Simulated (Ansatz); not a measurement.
Born–Oppenheimer molecular dynamics of H$_{2}$LiOSi$_{2}$ (6 atoms, charge 0, multiplicity 2). It starts from a relaxed structure.

Theory: Ansatz, UKS BLYP-D4/STO-3G.

```
ensemble                      : NVE (velocity Verlet)
time step                     : 0.5 fs
steps asked                   : 275
starting velocities drawn for : 100 K
seed                          : 42728
```

First frame:

```xyz
6
Properties=species:S:1:pos:R:3
Li -0.937 -1.604 0.262
O 0.788 -1.500 0.653
Si 0.779 0.064 0.069
Si -1.368 0.689 0.097
H 2.156 0.454 -0.323
H -1.418 1.897 -0.757
```

How far do the bonds stretch over the last three quarters of this one trajectory? (Pairs bonded in most of those frames.)


```tsv
bond	mean (Å)	spread (Å)	shortest	longest
Li1–O2	1.771	0.013	1.76	1.80
Li1–Si3	2.404	0.012	2.38	2.42
Li1–Si4	2.340	0.013	2.32	2.36
O2–Si3	1.668	0.009	1.66	1.68
Si3–Si4	2.238	0.008	2.22	2.25
Si3–H5	1.487	0.042	1.43	1.55
Si4–H6	1.481	0.003	1.48	1.49
```

Mean temperature of the second half: 49 K. The conserved energy stayed within 0.084 meV per atom of its start (net change 0.069 meV per atom), so the integration is sound. Over the second half the temperature averaged 0.49 of the 100 K drawn at the start: a run that starts near a minimum puts about half its kinetic energy into the potential. A run of 0.14 ps of so small a system gives no equilibrium averages. Limits of this set-up: minimal basis.

Run time: 9 min on 1 thread of Intel(R) Xeon(R) Platinum 8175M CPU @ 2.50GHz (Skylake/Cascade Lake) (shared host), peak memory 0.12 GiB.
